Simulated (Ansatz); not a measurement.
Ansatz (an electronic-structure program) input (CCSD(T)/aug-cc-pV(D+d)Z):
A basis named .json is the Basis Set Exchange file of that set.

Ansatz 0.2 input:
```yaml
crystal:
  periodic: [false, false, false]
  atoms:
    - {symbol: Si, position_ang: [-0.90678580, -0.15589488, -0.54735394]}
    - {symbol: C, position_ang: [-1.24012468, 1.65484324, -0.60681998]}
    - {symbol: C, position_ang: [-1.87821877, -0.96121358, 0.82764764]}
    - {symbol: O, position_ang: [0.70611565, -0.41628373, -0.34355321]}
    - {symbol: Si, position_ang: [2.04319997, 0.03871930, 0.47879870]}
    - {symbol: H, position_ang: [-1.26300999, -0.78668507, -1.84307801]}
    - {symbol: H, position_ang: [-0.52983755, 2.36976331, -1.00891899]}
    - {symbol: H, position_ang: [-2.17978944, 2.09245563, -0.28629291]}
    - {symbol: H, position_ang: [-1.68779276, -2.03576791, 0.85792542]}
    - {symbol: H, position_ang: [-1.61181226, -0.53991862, 1.79920845]}
    - {symbol: H, position_ang: [-2.95056937, -0.81323020, 0.67769162]}
    - {symbol: H, position_ang: [3.16875662, -0.82234958, 0.05673799]}
    - {symbol: H, position_ang: [1.83235107, -0.11046981, 1.93936840]}
    - {symbol: H, position_ang: [2.37304096, 1.45515231, 0.19059084]}
basis:
  gaussian:
    orbitals: aug-cc-pV_D+d_Z.json
magnetization: {spin_polarized: true, initial_magnetization: 1}
correlation: {method: ccsd_t, electrons: outside_noble_gas}
output: {forces: true}
```

End of the output:

```
Atom 0 at    -0.906786    -0.155895    -0.547354 Å, force    -0.630759    -0.060185    -0.112739 eV/Å
Atom 1 at    -1.240125     1.654843    -0.606820 Å, force     0.028072    -0.126718     0.050072 eV/Å
Atom 2 at    -1.878219    -0.961214     0.827648 Å, force     0.135582     0.114336    -0.223510 eV/Å
Atom 3 at     0.706116    -0.416284    -0.343553 Å, force     0.081705    -0.536055    -0.514173 eV/Å
Atom 4 at     2.043200     0.038719     0.478799 Å, force     0.701495     0.297256     0.495400 eV/Å
Atom 5 at    -1.263010    -0.786685    -1.843078 Å, force    -0.017597    -0.065663    -0.106877 eV/Å
Atom 6 at    -0.529838     2.369763    -1.008919 Å, force     0.350794     0.346625    -0.208709 eV/Å
Atom 7 at    -2.179789     2.092456    -0.286293 Å, force    -0.469487     0.213666     0.154054 eV/Å
Atom 8 at    -1.687793    -2.035768     0.857925 Å, force     0.084571    -0.482337     0.016010 eV/Å
Atom 9 at    -1.611812    -0.539919     1.799208 Å, force     0.121725     0.196703     0.440602 eV/Å
Atom 10 at    -2.950569    -0.813230     0.677692 Å, force    -0.486336     0.064681    -0.056828 eV/Å
Atom 11 at     3.168757    -0.822350     0.056738 Å, force     0.080304    -0.067015    -0.035582 eV/Å
Atom 12 at     1.832351    -0.110470     1.939368 Å, force    -0.011127    -0.012450     0.124399 eV/Å
Atom 13 at     2.373041     1.455152     0.190591 Å, force     0.031057     0.117154    -0.022118 eV/Å
Dipole moment:    -0.155054     0.108789     0.112101 e Å
```

It need not be the lowest isomer of its formula.
